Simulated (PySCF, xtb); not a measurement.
SeHF, SMILES F[SeH].

GFN2-xTB in xtb at its own geometry gives an orbital gap of 2.69 eV and a dipole moment of 2.44 D.

Geometry optimised at B3LYP-D3(BJ)/def2-TZVP.

Task: What does B3LYP/def2-TZVPD (PySCF) give? (The exact figures need the calculation; the answer reports its results.)

Result: gap 4.38 eV (levels -7.03 and -2.65 eV), dipole 1.84 D.
